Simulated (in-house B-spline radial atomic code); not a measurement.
# Co V (Co4+): [Ne] 3s2 3p5 3d5 4f1 (an excited or competing configuration)

Computed with an all-electron radial atomic-structure program (B-spline basis): non-relativistic SCAN, spin-polarised, spherical fractional occupations, point nucleus.

Z_r = [3n² - l(l+1)]/(2<r>); Z_e = n√(-2ε); the last column is Slater's effective charge. Values are occupation-weighted means over spin.

```csv
shell,electrons,ε (eV),<r> (bohr),Z_r,Z_e,Slater
1s,2,-7624.7,0.05692,26.35,23.67,26.70
2s,2,-974.49,0.258,23.26,16.93,22.85
2p,6,-855.38,0.2259,22.14,15.86,22.85
3s,2,-177.64,0.7596,17.77,10.84,16.10
3p,5,-141.75,0.7798,16.03,9.68,16.10
3d,5,-85.034,0.8165,12.86,7.50,8.60
4f,1,-18.976,3.395,5.30,4.72,5.00
```

The least bound orbital is 4f up at -18.98 eV, and it is also the most diffuse (<r> = 3.395 bohr).
